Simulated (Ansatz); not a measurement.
System: sum formula AlClF$_{2}$ (charge 0, singlet). SMILES: [F][Al]([F])[Cl]
Coordinates optimised at B3LYP-D3(BJ)/def2-TZVP (Ansatz, a program for electronic structure):
```
Al
F 1 1.6360
F 1 1.6360 2 118.87
Cl 1 2.0683 2 120.57 3 -180.00
```

Parts of the frozen-core correlation energy in cc-pV(D+d)Z (Ansatz, hartree). Frozen orbitals: 12; correlated occupied orbitals by spin: 12 and 12; virtual: 50 and 50. Spin-orbit coupling is left out. No relativistic terms.

```
term                            value
-------------------------  ----------
reference (HF)             -900.53805
MP2 opposite-spin          (withheld)
MP2 same-spin                -0.15667
CCSD correlation           (withheld)
(T)                        (withheld)
T1 diagnostic                   0.013
largest doubles amplitude       0.035
```

**Question.** Some entries are withheld; supply them.

**Answer.** 
- MP2 opposite-spin, value: -0.41234
- CCSD correlation, value: -0.58438
- (T), value: -0.00977
